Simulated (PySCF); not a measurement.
SbS: one state, many levels of theory

State: ²Π (doublet), unpaired electrons π ↑. Set-up: basis Sb x2c-TZVPPall, S x2c-TZVPPall; spin-free X2C with a Gaussian nucleus; PySCF 2.14. De refers to Sb + S in their high-spin ground configurations, without counterpoise correction. The functionals are run spin-unrestricted. A positive dipole means Sb(−)S(+). Levels whose curve was spin-contaminated or gave no clean fit are not listed.

```csv
Level,Re (Å),ωe (cm⁻¹),De (eV),μ (D),"CPU s a point (SCF and correlation, without the integrals)"
LDA,2.209,494,4.85,-2.04,2.2
PBE,2.234,478,3.99,-2.22,2.5
BLYP,2.256,458,3.92,-2.25,1.7
r²SCAN,2.216,500,3.64,-2.27,8.1
M06-L,2.219,501,4.12,-2.42,8
B3LYP,2.225,491,3.63,-2.39,4.2
PBE0,2.204,514,3.53,-2.39,5.4
```

The bond length runs from 2.204 Å (PBE0) to 2.256 Å (BLYP). De spans 3.53 eV (PBE0, global hybrid GGA) to 4.85 eV (LDA, local density).

These are scalar-relativistic numbers at best; spin–orbit coupling would shift them, the dissociation energy most. Counting both spins, an empty level lies below a filled one in some of these solutions, because spin and occupation are held. The state is the lowest determinant that a PBE0 search found; another state may lie lower at other levels.

The whole job (state search and all levels along the bond) took about 18 min on 2 threads of Arm Neoverse V2 (shared host), peak memory 3.6 GiB.
